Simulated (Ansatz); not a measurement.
Species: C$_{4}$H$_{10}$Be, charge 0, multiplicity 1. SMILES: C[CH2][Be][CH2]C
Geometry from a B3LYP-D3(BJ)/def2-TZVP (Ansatz, a quantum-chemistry and plane-wave program) optimisation:
```
Be
C 1 1.6870
H 2 1.0983 1 108.75
H 2 1.0983 3 104.55 1 116.02
C 2 1.5425 3 109.16 4 116.69
H 5 1.0928 2 111.62 3 63.36
H 5 1.0928 6 106.90 2 -122.32
H 5 1.0935 6 107.09 7 -114.49
C 1 1.6870 3 152.99 2 180.00
H 9 1.0983 1 108.75 3 -180.00
H 9 1.0983 10 104.55 1 -116.02
C 9 1.5425 10 109.16 11 -116.69
H 12 1.0928 9 111.62 10 -63.36
H 12 1.0928 13 106.90 9 122.32
H 12 1.0935 13 107.09 14 114.49
```
Charge 0, spin multiplicity 1.

Computed values are from Ansatz. Correlated levels leave the core frozen unless marked. Open shells are spin-unrestricted. Spin-orbit coupling is left out. No relativistic terms. Basis-set limits of correlation are two-point, X^-3; Hartree-Fock from the larger set.

**Question.** What is the total energy at CCSD(T)/CBS(def2-TZVPPD,def2-QZVPPD)?

**Answer.** -172.9091 Eh.

**Question.** What is the atomisation energy De at CCSD(T)/CBS(def2-TZVPPD,def2-QZVPPD)?

**Answer.** 1338.0 kcal/mol.

**Question.** What is the T1 diagnostic at CCSD/def2-QZVPPD?

**Answer.** 0.009.

**Question.** What is the dipole moment at CCSD(T)/def2-SVPD?

**Answer.** 0.00 D.
